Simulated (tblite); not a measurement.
C2H4N, charge +1, singlet, at a GFN2-xTB geometry; GFN1-xTB (tblite).

Here is a job for tblite.
```
$ tblite run mol.xyz --method gfn1 --charge 1 --spin 0 --grad --json tblite.json --no-restart

# file mol.xyz
7

C     -1.20928336     0.04360792    -0.25940828
C      0.14519314    -0.00523580     0.03114597
N      1.26727056    -0.04569899     0.27184735
H     -1.49115001    -0.80869085    -0.88716666
H     -1.44702356     0.96974746    -0.79390591
H     -1.79477188     0.00961794     0.66578923
H      2.24659284    -0.08101429     0.48192575
```

**Question.** Predict the main parts of the log of this tblite run.

**Answer.** 
```
xTB calculator
 | screened Coulomb repulsion
 | Coulomb electrostatics
 |  * isotropic Klopman-Ohno-Mataga-Nishimoto electrostatics
 |  * onsite third-order electrostatics
 | DFT-D3(BJ) dispersion correction

halogen bonding energy    0.0000000000000E+00 Eh
repulsion energy          1.9661969271923E-01 Eh
dispersion energy        -1.3406169076498E-03 Eh
number of electrons       1.6000000000000E+01 e
integral cutoff           1.9731147476801E+01 bohr

------------------------------------------------------------
  cycle        total energy    energy error   density error
------------------------------------------------------------
      1     -9.009738700886  -9.2050178E+00   5.8301847E-01
      2     -9.044170179308  -3.4431478E-02   3.3006662E-01
      3     -9.038976279443   5.1938999E-03   1.6656404E-01
      4     -9.052380212814  -1.3403933E-02   1.9845925E-02
      5     -9.052567583174  -1.8737036E-04   4.7024983E-03
      6     -9.052574198576  -6.6154018E-06   3.8829328E-04
      7     -9.052574351202  -1.5262606E-07   1.6371330E-04
      8     -9.052574375223  -2.4020997E-08   1.7215142E-05
------------------------------------------------------------

electronic energy        -9.2478534510345E+00 Eh
total energy             -9.0525743752229E+00 Eh

Post processing:
 | Mayer-Wiberg bond orders

[Info] Tight-binding results written to 'tblite.txt'
[Info] JSON dump of results written to 'tblite.json'
```
